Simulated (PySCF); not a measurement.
Species: 2,2,2-trifluoroethanesulfonyl chloride, C2H2ClF3O2S.
Z-matrix (Å and degrees, GFN2-xTB geometry), rows numbered from 1:
```
O 
S   1  1.4174
O   2  1.4174  1  120.81
Cl  2  2.0210  1  107.37  3  -123.43
C   2  1.8260  1  110.13  3   130.19
C   5  1.5083  2  105.90  1   -67.65
F   6  1.3429  5  111.95  2   179.96
F   6  1.3321  5  111.92  2   -60.38
F   6  1.3320  5  111.95  2    60.30
H   5  1.0864  2  108.43  1    51.22
H   5  1.0865  2  108.41  1   173.51
```

Theory: PySCF 2.14.0, density-fitted response routines, TDDFT B3LYP/def2-SVPD, vertical, gas phase, core orbitals frozen in the response. GFN2-xTB frequencies show an imaginary mode (32i cm⁻¹), so this geometry is no minimum at that level.

Frontier orbitals with the atoms that hold most of them (Löwdin shares over 4%, at most four atoms; ? is withheld):

```
orbital  ε (eV)                             atoms
 HOMO-3  -10.16             Cl4 74%, S2 7%, C5 7%
 HOMO-2  -10.14     O3 39%, O1 39%, S2 8%, Cl4 6%
 HOMO-1   -9.96                                 ?
   HOMO   -9.37                                 ?
   LUMO       ?     Cl4 42%, S2 26%, O3 9%, O1 9%
 LUMO+1   -0.46  S2 26%, C5 14%, Cl4 12%, H10 11%
 LUMO+2    0.16   S2 24%, C5 19%, Cl4 13%, O3 10%
```

**Question.** Which atoms hold the HOMO-1, and with what shares?

**Answer.** O1 (bonded to S) 24%; O3 (bonded to S) 24%; Cl4 (bonded to S) 24%; C5 (bonded to C, S and 2 H) 12%. By element: oxygen 49%, chlorine 24%, carbon 12% or more.

**Question.** Which atoms hold the HOMO, and with what shares?

**Answer.** Cl4 (bonded to S) 45%; O1 (bonded to S) 26%; O3 (bonded to S) 26%. By element: oxygen 53%, chlorine 45%.

**Question.** What is the LUMO energy, and the HOMO–LUMO gap?

**Answer.** ε(LUMO) = -2.31 eV; the gap is 7.06 eV (0.2595 hartree).

**Question.** The HOMO–LUMO gap is 7.06 eV. Where does the response calculation put the lowest singlet, and from which orbitals?

**Answer.** S1 is at 5.81 eV (f = 0.0038), 1.26 eV below the gap, made of HOMO→LUMO (97%). Without the coupling terms of the response equations the lowest excitation would equal the gap.

**Question.** One configuration dominates each of S1, S4 and S7. Which, and how do the shares of the two leading atoms of either orbital change from the occupied to the empty one?

**Answer.** 
- S1 (5.81 eV, f 0.0038), HOMO→LUMO (97%): Cl4 45% → 42%, O1 26% → 9%, S2 at most 3% → 26%
- S4 (6.71 eV, f 0.096), HOMO-1→LUMO (70%): O1 24% → 9%, O3 24% → 9%, Cl4 24% → 42%, S2 at most 12% → 26%
- S7 (7.96 eV, f 0.0001), HOMO→LUMO+1 (95%): Cl4 45% → 12%, O1 26% → at most 11%, S2 at most 3% → 26%, C5 at most 3% → 14%

Löwdin shares depend on the basis, the more so with diffuse functions.

One conformer stands for the species.
